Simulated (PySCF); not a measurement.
Frontier orbitals and the lowest excitations

Methylarsine, CH5As.
Geometry (PBE0-D3(BJ)/def2-SVP, Å), atoms numbered from 1 in this order:
```
atom  x, y, z in Å
C1    -0.7576   -0.1402   -0.0707
As2    1.1147    0.0463   -0.6634
H3    -1.3750    0.5758   -0.6315
H4    -1.1027   -1.1548   -0.3160
H5    -0.8846    0.0349    1.0050
H6     1.3880    1.3428    0.0953
H7     1.7156   -0.7970    0.4587
```

Computed, not measured: PySCF, TDDFT wB97X-D/def2-SVPD, vertical, gas phase, core orbitals frozen in the response. The wB97X-D/def2-SVPD calculation is non-relativistic and has no spin–orbit coupling, an omission that weighs most on arsenic.

Frontier orbitals with the atoms that hold most of them (Löwdin shares over 4%, at most four atoms; ? is withheld):

```
orbital  ε (eV)                            atoms
 HOMO-3  -13.64     C1 49%, H5 26%, H4 8%, H3 8%
 HOMO-2  -11.56  As2 38%, H7 21%, H6 21%, C1 12%
 HOMO-1  -11.36    C1 37%, As2 33%, H6 8%, H7 8%
   HOMO       ?                                ?
   LUMO    1.86                                ?
 LUMO+1    2.56   As2 62%, H6 15%, H7 14%, C1 6%
 LUMO+2    2.57  As2 53%, H7 14%, H6 13%, C1 11%
```

Problem. Which atoms hold the HOMO, and with what shares?

Solution. As2 (bonded to C and 2 H) 66%; C1 (bonded to As and 3 H) 14%; H6 (bonded to As) 8%; H7 (bonded to As) 8%. By element: arsenic 66%, hydrogen 16% or more, carbon 14%.

Problem. Which atoms hold the LUMO, and with what shares?

Solution. As2 (bonded to C and 2 H) 38%; C1 (bonded to As and 3 H) 25%; H6 (bonded to As) 9%; H7 (bonded to As) 9%. By element: arsenic 38%, carbon 25%, hydrogen 18% or more.

Problem. What is the HOMO energy, and the HOMO–LUMO gap?

Solution. ε(HOMO) = -9.04 eV; the gap is 10.89 eV (0.4004 hartree).

Problem. The HOMO–LUMO gap is 10.89 eV. Where does the response calculation put the lowest singlet, and from which orbitals?

Solution. S1 is at 6.41 eV (f = 0.081), 4.48 eV below the gap, made of HOMO→LUMO (94%). Without the coupling terms of the response equations the lowest excitation would equal the gap.

Next come S2 at 6.96 eV (f 0.088), HOMO→LUMO+1 (95%); S3 at 6.97 eV (f 0.160), HOMO→LUMO+2 (96%); S4 at 8.57 eV (f 0.043), HOMO-1→LUMO (44%), HOMO→LUMO+3 (41%); S5 at 8.67 eV (f 0.0095), HOMO-2→LUMO (68%), HOMO-1→LUMO+1 (24%).

Löwdin shares depend on the basis, the more so with diffuse functions.

Time: 5.3 s wall (grids of density and orbitals included); peak memory 0.49 GiB. Hardware: an AMD EPYC 9B45 with one thread, shared host.
